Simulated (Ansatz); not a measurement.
The cluster Ca4Se3, relaxed as a singlet with RKS PBE-D4/def2-SVP in Ansatz, starting from the GFN1-xTB geometry. Force threshold 0.02 eV/Å.

The structure comes from a short search, and lower isomers may exist.

Start:

Cartesian coordinates in Å:
```
Ca 0.3473 -2.7280 0.4072
Ca 0.7196 -0.3320 -1.9580
Ca 0.5480 1.7380 0.7843
Ca -2.2726 -0.5656 0.4803
Se -1.4318 1.1430 -1.3231
Se 2.5510 0.9663 -0.6991
Se -0.4615 -0.2217 2.3083
```

Estimate the energy that the relaxation releases and the steps that it takes.

41.0 kcal/mol, in 9 steps; 47 s on 4 threads of Arm Neoverse V1 on a shared host. No frequencies were taken in this run, so the end may be a saddle point.

Does the start keep its bonding?

Bonds formed: Ca1–Se6 (atoms count from 1). Metal–metal contacts that move far: Ca1–Ca3 4.49 to 3.64 Å.

Predict the relaxed structure.


```
atom    x (Å)    y (Å)    z (Å)
 Ca1   1.0854  -1.9506   0.7601
 Ca2   0.3438  -0.2276  -2.3211
 Ca3   0.4609   1.6323   0.7995
 Ca4  -2.2455  -0.7054   0.1469
 Se5  -1.4661   1.5704  -1.2330
 Se6   2.4198   0.1191  -0.5145
 Se7  -0.5984  -0.4383   2.3621
```
Bond lengths (bridged metal pairs left out): 9 × Ca–Se 2.77 to 2.80 Å.
